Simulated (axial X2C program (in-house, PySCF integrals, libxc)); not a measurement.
## Estimating the spin–orbit splitting of the π levels of ScTe⁻

Computed with an in-house relativistic program for diatomic molecules. Spin-free means the one-electron spin-free X2C Hamiltonian; two-component (2c) means X2C with spin–orbit coupling and atomic mean-field two-electron Coulomb and Gaunt terms, so the difference of the two also holds small scalar two-electron terms. Basis: Te dyall-acv3z [12s13p9d5f1g], Sc dyall-acv3z [11s12p8d5f2g] (cores contracted in-house); Gaussian nuclei, density fitting, unrestricted open shells. Masses: Te 129.906 u, Sc 44.956 u.

Hartree–Fock at 2.548 Å, closed shell. Valence p splittings ε(p3/2) − ε(p1/2) of spherical Dirac–Hartree–Fock atoms with fractionally filled p shells: Te 5p 0.853 eV.

| filled π level (eV), spin-free | Sc p share | Te p share |
| --- | --- | --- |
| -3.44 | 0.09 | 0.68 |

**Question.** In first order a p shell splits by 3ζ/2 and a π orbital by ζ. Estimate the splitting of each π level from the shares.

**Answer.** level -3.44 eV: (2/3) × (0.68 × 0.853) = 0.39 eV.

The two-component Hartree–Fock calculation gives:

| ε(ω = 1/2) (eV) | σ share of it | ε(ω = 3/2) (eV) | splitting (eV) | estimate (eV) |
| --- | --- | --- | --- | --- |
| -3.615 | 0.09 | -3.188 | 0.43 | 0.39 |

The estimate leaves out the mixing of π1/2 with σ1/2 levels, which pushes the ω = 1/2 spinor up or down, the d and f parts of the orbital, small shares of the strongly split outer-core p shell of a metal, the Gaunt term (absent from the atomic values), and the change of the atomic p orbitals with charge; Löwdin shares depend on the basis.
